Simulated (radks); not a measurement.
Values are calculated unless marked as measured or tabulated.
Removal energies from the bromine ion Br5+, [Ar] 3d10 4s2, by Delta-SCF beside the eigenvalue of the level emptied. Code: a radial shooting solver on a logarithmic mesh with Libxc functionals. Model: Dirac Kohn-Sham, BLYP, spin-unpolarised, spherical densities, finite nucleus; Fermi nuclear charge, rms radius of each element as measured or else 0.836 A^(1/3) + 0.57 fm. Sub-shells are occupied by j as written (lower j first in brackets).

removed from	final configuration	Delta-SCF (eV)	-eigenvalue (eV)
4s1/2	[Ar] 3d10 4s1	88.727	81.188
3d5/2	[Ar] 3d(3/2: 4, 5/2: 5) 4s2	152.54	136.57
3d3/2	[Ar] 3d(3/2: 3, 5/2: 6) 4s2	153.71	137.67
3p3/2	[Ne] 3s2 3p(1/2: 2, 3/2: 3) 3d10 4s2	257.90	241.64
